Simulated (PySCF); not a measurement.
## Löwdin shares of the frontier orbitals

Species: C5H8Cl2.
Z-matrix (Å and degrees, GFN2-xTB geometry), rows numbered from 1:
```
Cl
C   1  1.7812
Cl  2  1.7815  1  109.32
C   2  1.5095  1  110.39  3  -121.61
C   4  1.5406  2  115.42  1  -170.81
C   5  1.5364  4   89.71  2   126.39
C   6  1.5365  5   89.86  4    -8.22
H   2  1.0923  1  107.06  3   115.61
H   4  1.0905  2  109.28  1    60.45
H   5  1.0876  4  112.85  2    10.75
H   5  1.0866  4  115.17  2  -114.89
H   6  1.0871  5  113.16  4   107.00
H   6  1.0871  5  115.52  4  -126.68
H   7  1.0876  4  112.88  2   -10.66
H   7  1.0867  4  115.15  2   114.98
```

Theory: TDDFT PBE0/def2-SVPD, vertical, gas phase, core orbitals frozen in the response in PySCF 2.14.0, density-fitted response routines.

Kohn–Sham orbitals with the atoms that hold most of them (Löwdin shares over 4%, at most four atoms; ? is withheld):

```json
{"orbital": "HOMO-3", "ε (eV)": "-9.07", "atoms": "C4 14%, Cl3 13%, Cl1 13%, C6 12%"}
{"orbital": "HOMO-2", "ε (eV)": "-8.93", "atoms": "Cl3 18%, Cl1 18%, C5 15%, C7 15%"}
{"orbital": "HOMO-1", "ε (eV)": "-8.60", "atoms": "?"}
{"orbital": "HOMO", "ε (eV)": "-8.51", "atoms": "?"}
{"orbital": "LUMO", "ε (eV)": "0.00", "atoms": "Cl3 32%, Cl1 31%, C2 24%"}
{"orbital": "LUMO+1", "ε (eV)": "0.55", "atoms": "Cl1 28%, Cl3 28%, C2 23%"}
{"orbital": "LUMO+2", "ε (eV)": "0.64", "atoms": "C6 14%, C7 9%, C5 9%, H13 8%"}
```

(1) Which atoms hold the HOMO, and with what shares?

(2) Give the leading atoms of the HOMO-1.

(3) How does S1 compare with the orbital gap of 8.51 eV?

(4) One configuration dominates each of S1 and S2. Which, and how do the shares of the two leading atoms of either orbital change from the occupied to the empty one?

Results:

(1) Cl1 (bonded to C) 30%; Cl3 (bonded to C) 29%; C2 (bonded to C, 2 Cl and H) 11%; C4 (bonded to 3 C and H) 10%. By element: chlorine 59%, carbon 21% or more.

(2) Cl3 (bonded to C) 47%; Cl1 (bonded to C) 47%.

(3) S1 is at 6.96 eV (f = 0.0024), 1.55 eV below the gap, made of HOMO→LUMO (92%). 

(4) 
- S1 (6.96 eV, f 0.0024), HOMO→LUMO (92%): Cl1 30% → 31%, Cl3 29% → 32%
- S2 (7.07 eV, f 0.019), HOMO-1→LUMO (92%): Cl3 47% → 32%, Cl1 47% → 31%

One conformer stands for the species.
